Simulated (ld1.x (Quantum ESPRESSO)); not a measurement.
## rhenium, TM: configuration errors across variants

```json
{
 "Element": "Re",
 "Generator": "ld1.x (Quantum ESPRESSO) 7.5",
 "Type": "norm-conserving Troullier–Martins (Kleinman–Bylander form)",
 "Functional": "Wu–Cohen",
 "Relativity": "scalar-relativistic",
 "Frozen core": "[Xe] 4f14",
 "Valence charge": "7",
 "Reference configuration": "5d5 6s2 6p0",
 "Partial waves": "6s (bound): rc 2.50 bohr; 5d (bound): rc 1.70 bohr; 6p (bound, empty): rc 3.80 bohr",
 "Local potential": "the p channel",
 "Core correction": "a·sin(br)/r model core inside 1.20 bohr"
}
```

All-electron excitation energies from the reference (eV): (1) 5d5 6s1 6p0 9.309; (2) 5d5 6s0 6p0 25.659; (3) 5d4 6s0 6p0 52.822; (4) 5d5 6s0 6p1 15.225; (5) 5d6 6s0 6p0 9.453; (6) 5d5.5 6s1.5 6p0 0.393; (7) 5d4 6s2 6p0 10.003.

Errors AE − PS in meV (a dash: test not solved or not reliable):

```csv
change,(1),(2),(3),(4),(5),(6),(7),bound ghosts
base,-13,-77,-309,-20,-144,-23,-70,none
core correction none,-12,-62,-231,-11,-87,-15,-39,none
core correction a·sin(br)/r model core inside 0.84 bohr,-13,-78,-309,-20,-145,-23,-70,none
core correction a·sin(br)/r model core inside 1.02 bohr,-13,-78,-309,-20,-145,-23,-70,none
core correction a·sin(br)/r model core inside 1.26 bohr,-13,-77,-309,-20,-144,-23,-70,none
core correction a·sin(br)/r model core inside 1.56 bohr,-13,-76,-309,-19,-138,-22,-68,none
core correction a·sin(br)/r model core inside 1.82 bohr,-12,-73,-310,-18,-123,-20,-62,none
```

Task: Give the same row for: core correction a·sin(br)/r model core inside 1.96 bohr.

Result: -12, -73, -313, -19, -114, -19, -57; bound ghosts: none.
